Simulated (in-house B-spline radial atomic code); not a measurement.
**RPA and G0W0 on wB97X: Ti XIX (Ti18+)**

Configuration [He] 2s2, mean-field start wB97X. Computed with an all-electron radial atomic-structure program (B-spline basis): all electrons, non-relativistic, point nucleus, each spin shell either full or empty, empty states to l = 9 with an (l + 1/2)⁻⁴ tail; G0W0 by contour deformation at full frequency.

Command:
```bash
python run_gw.py task.json out
```
Settings (radii: box in bohr, nucleus in fm):
```
Z                        22
electrons                4
configuration            [He] 2s2
hamiltonian              nr
method                   wb97x
lmax                     9
spin_polarised           False
box_radius               4.4
intervals                45
ion_configuration        [He] 2s1
```

Time taken, with all properties: 1.7 s on 1 thread of Arm Neoverse N1 (shared host).

Energies (hartree):

| term | value |
| --- | --- |
| mean-field total | -571.63616 |
| Hartree-Fock functional on these orbitals | -571.24679 |
| direct second order | -0.60295 |
| second-order exchange | 0.29762 |
| SOSEX correction | 0.2232 |

(1) What is the RPA correlation energy, and what remains with SOSEX?

Quasi-particle levels (eV):

```tsv
level	occupied	mean field	Σx - vxc	Σc	QP weight	G0W0
2s	yes	-1310.54	-20.15	?	?	?
1s	yes	-5877.86	-115.28	4.86	0.994	-5988.28
2p	no	-1242.71	29.57	-0.61	0.987	-1213.75
```

G0W0 = mean field + (Σx - vxc) + Σc, with Σc (partial-wave tail included) taken at the quasi-particle energy.

(2) Where does G0W0 put 2s?

(3) What does it cost to remove one electron (to [He] 2s1) by differences of total energies, each species on its own start (correlation terms add to the Hartree-Fock functional)?

Answers

(1) RPA gives -0.45309 hartree (-3.08 eV per electron); RPA + SOSEX gives -0.22989, and the second-order doubles -0.30533 hartree (no singles). SOSEX takes back 49 % of the RPA value.

(2) At -1337.43 eV, with Σc = -6.75 eV and a quasi-particle weight of 0.967. The tabulated removal energy is 1346.3 ± 0.5 eV (NIST, semi-empirical); the calculation leaves out relativity, Breit and QED terms, and what these don't explain is the method's own error.

(3) wB97X 1329.44 eV, Hartree-Fock functional 1330.47 eV, + RPA 1337.13 eV, + RPA + SOSEX 1335.33 eV, + second order 1337.35 eV. Tabulated: 1346.3 ± 0.5 eV (NIST, semi-empirical); the calculation leaves out relativity, Breit and QED terms, and what these don't explain is the method's own error.
